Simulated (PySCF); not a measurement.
An unknown is described by computed data only.

Formula: C7H16P2.

| Property | Result |
| --- | --- |
| 13C NMR | chemical shifts (computed TMS as zero) by class: 213.2 (1 C), 37.3 (1 C), 32.1 (1 C), 28.9 (1 C), 28.3 (1 C), 18.2 (2 C) ppm [GIAO PBE0/pcSseg-1] |
| Dipole | 1.28 D [PBE0/pcSseg-1] |
| Rotational structure | rotational constants A, B, C: 2.951, 0.407, 0.380 GHz [GFN2-xTB] |
| 1H NMR | chemical shifts (computed TMS as zero) by class: 2.39 (3 H), 2.37 (3 H), 1.94 (2 H), 1.46 (2 H), 1.01 (6 H) ppm [GIAO PBE0/pcSseg-1] |
| NMR, other nuclei | isotropic shieldings of nuclei other than C and H, by class: 56 (1 P), 386 (1 P) ppm [GIAO PBE0/pcSseg-1] |

Gas-phase values; electronic properties from PySCF, density fitting. Levels stand in brackets. Geometry: GFN2-xTB, one conformer, isolated molecule. GFN2-xTB frequencies show an imaginary mode (54i cm⁻¹), so this geometry is no minimum at that level. NMR classes are plain means over equivalent atoms (diastereotopic ones count apart unless rotation or inversion swaps them), as if these changed places fast.

Question: Propose a structure and show how it fits.

Answer: Numbering: `[CH3:1][C:2]([CH3:3])=[P:4][CH2:5][CH2:6][P:7]([CH3:8])[CH3:9]`. 7 carbons fall into 6 classes; from least to most shielded: carbon bonded to 2 C and P [C2] (213.2 ppm), sp3 carbon bound to phosphorus [C6] (37.3 ppm), methyl carbon [C3] (32.1 ppm), sp3 carbon bound to phosphorus [C5] (28.9 ppm), methyl carbon [C1] (28.3 ppm), sp3 carbon bound to phosphorus [C8/C9] (18.2 ppm, 2 C). Hydrogen classes from least to most shielded: 3 H on a methyl carbon, C3 (2.39 ppm, a mean of values up to 0.6 ppm apart in this geometry), 3 H on a methyl carbon, C1 (2.37 ppm, a mean of values up to 1.1 ppm apart in this geometry), 2 H on an sp3 carbon bound to phosphorus, C5 (1.94 ppm), 2 H on an sp3 carbon bound to phosphorus, C6 (1.46 ppm, a mean of values up to 0.6 ppm apart in this geometry), 6 H on 2 like atoms (sp3 carbon bound to phosphorus), C8/C9 (1.01 ppm, a mean of values up to 0.8 ppm apart in this geometry). The other shieldings belong to: 56 ppm, phosphorus bonded to 2 C [P4]; 386 ppm, phosphine phosphorus [P7]. The optimised geometry has point group C1 and is an asymmetric top. Structure: `CC(C)=PCCP(C)C`. Computed isomers that give other values at the same levels: `CCCP1CCPCC1` (13C chemical shifts (computed TMS as zero) by class: 39.7 (1 C), 26.8 (2 C), 24.0 (1 C), 19.4 (1 C), 18.8 (2 C) ppm); `CCP1CCP(C)CC1` (13C chemical shifts (computed TMS as zero) by class: 32.1 (2 C), 30.6 (1 C), 30.2 (2 C), 17.7 (1 C), 12.3 (1 C) ppm); `C=[P@@](C)(/C=C\PC)CC` (13C chemical shifts (computed TMS as zero) by class: 174.7 (1 C), 128.2 (1 C), 34.0 (1 C), 15.2 (1 C), 12.4 (1 C), 8.3 (1 C), -9.5 (1 C) ppm). The assignments are read from this structure; whether some other isomer fits the data as well wasn't checked.

Conformer computed: `[CH3:1][C:2]([CH3:3])=[P:4][CH2:5][CH2:6][P:7]([CH3:8])[CH3:9]`: C2–P4–C5–C6 178°, P4–C5–C6–P7 -179°, C5–C6–P7–C8 -78°.
